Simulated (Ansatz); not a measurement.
```xyz
13

F     0.725   -2.011    0.921
B     0.827   -0.700    1.257
F     0.171   -0.336    2.376
F     2.052   -0.140    1.090
O    -0.064    0.047   -0.001
Si    0.519    1.570   -0.487
Si   -1.292   -0.916   -0.680
H     0.764    2.362    0.731
H     1.730    1.383   -1.310
H    -0.575    2.150   -1.300
H    -2.034   -1.537    0.431
H    -0.681   -1.904   -1.591
H    -2.141    0.032   -1.438
```

The species carries charge 0 and has multiplicity 1.

(1) List the PBE0/def2-TZVPP orbital energies in eV (Ansatz 0.2.0). (Estimate.)

Results:

(1) Ansatz gave: Occupied: -1804.06, -1804.06, -673.60, -673.59, -673.38, -524.64, -187.91, -146.32, -146.32, -101.04, -101.04, -100.95, -100.95, -100.94, -100.93, -34.11, -33.01, -32.86, -29.67, -17.54, -16.78, -15.38, -14.77, -14.70, -14.63, -13.07, -12.94, -12.08, -12.04, -11.69, -11.68, -11.25, -10.86, -10.58, -10.46, -10.15, -9.77. Lowest empty: -0.95, 0.35, 0.46, 0.85, 1.22, 1.51, 1.71, 2.05.
